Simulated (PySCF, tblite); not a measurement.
Calculations on `[H]/N=[CH]\[Ga@H-]([CH2]N)[N+]#C`, in the order of a workflow; each names the level of the geometry that it ran on. Settings lines and outputs come from a driver script.

Species: C3H8GaN3.
SMILES with atom numbers: `[H]/[N:5]=[CH:4]\[Ga@@H-:3]([N+:2]#[CH:1])[CH2:6][NH2:7]` (hydrogens: H8 on C1; H9 on Ga3; H10 on C4; H11 on N5; H12, H13 on C6; H14, H15 on N7)

Step 1: GFN2-xTB geometry optimisation, gas phase (tblite 0.8.0) (from a force-field or distance-geometry start)
```json
{"job": {"kind": "relax", "xc": "GFN2-xTB", "basis": "xTB"}, "charge": 0, "multiplicity": 1}
```
```
step      E/eV     max force
  0    -552.09261    2.099
  1    -552.22554    1.613
  2    -552.35905    1.750
...
236    -552.85597    0.030
237    -552.85602    0.020
238    -552.85606    0.017
239    -552.85607    0.011
240    -552.85608    0.005
```

Energy lowered by 17.6 kcal/mol over 240 steps; largest atomic force 0.005 eV/Å at the end. «max force» is the largest atomic force in eV/Å.

The run took 2.5 s of wall time on one thread, Arm Neoverse N1 (aarch64), shared host with 64 logical CPUs at a one-minute load of 60.

Step 2: GFN2-xTB harmonic vibrations, gas phase (tblite 0.8.0) (on the GFN2-xTB geometry)
```json
{"job": {"kind": "ir", "xc": "GFN2-xTB", "basis": "xTB"}, "charge": 0, "multiplicity": 1}
```
```
(table of modes left out)
```

39 modes from 42 to 3326 cm⁻¹ (unscaled, harmonic); zero-point energy 65.1 kcal/mol; all wavenumbers are real at this level.

Hardware: an Arm Neoverse N1 with one thread, shared host with 64 logical CPUs at a one-minute load of 60. Cost: 0.77 s of wall time.

Step 3: TDDFT wB97X-D/def2-SVPD, vertical, gas phase, core orbitals frozen in the response (PySCF 2.14.0, density-fitted response routines) (on the GFN2-xTB geometry)
```json
{"job": {"kind": "uv", "xc": "wB97X-D", "basis": "def2-SVPD", "nstates": 8, "ntriplets": 3}, "charge": 0, "multiplicity": 1}
```
```
...
Static polarisability (au): isotropic 90.321, principal 76.598 88.489 105.877
Singlet excitations
state   eV       nm        f      main configurations
  1   4.0499    306.1   0.00445   H->L+4 0.36, H->L 0.23, H->L+3 0.13
  2   4.4933    275.9   0.00258   H->L 0.63, H->L+1 0.25
  3   4.7430    261.4   0.05284   H->L+1 0.65, H->L 0.12, H->L+4 0.08
  4   5.2489    236.2   0.05457   H-1->L 0.55, H-1->L+1 0.39
  5   5.3287    232.7   0.07903   H-1->L+1 0.56, H-1->L 0.37
  6   5.8660    211.4   0.00750   H->L+2 0.29, H->L+4 0.25
  7   6.0940    203.5   0.00401   H-1->L+2 0.17, H->L+2 0.16, H-1->L+4 0.15
  8   6.3279    195.9   0.03565   H-2->L 0.34, H-1->L+2 0.17, H-1->L+4 0.14
Triplet excitations (Tamm-Dancoff, eV): 3.3726 4.3866 4.4992
```

HOMO -7.51 eV, LUMO 0.50 eV; lowest singlet 4.05 eV; lowest triplet 3.37 eV (Tamm–Dancoff); mean polarisability 90.3 au.

Hardware: Arm Neoverse N1, one thread, shared host with 64 logical CPUs at a one-minute load of 60. Cost: 96 s, 0.96 GiB resident at most.

Geometry of the electronic-property runs (GFN2-xTB):
```
atom  x, y, z in Å
C1    -2.3306   -2.0886   -0.9110
N2    -1.5913   -1.7154   -0.1165
Ga3   -0.0862   -0.4434    0.5653
C4    -1.3493    1.1524    0.6807
N5    -1.1156    2.3332    0.3030
C6     1.4357   -0.2531   -0.7337
N7     1.9463    0.5460    0.4355
H8    -3.0287   -2.4285   -1.6306
H9     0.1772   -1.2818    1.8329
H10   -2.3342    1.0353    1.1525
H11   -0.1972    2.4631   -0.1339
H12    1.2288    0.4441   -1.5544
H13    2.1770   -0.9731   -1.0994
H14    2.5767    1.2963    0.1545
H15    2.4869   -0.0786    1.0331
```

 (This holds for the electronic-property runs.)

One conformer stands for the species.

wB97X-D is run here without its empirical dispersion term; that term would change no orbital, density or response property at a fixed geometry.
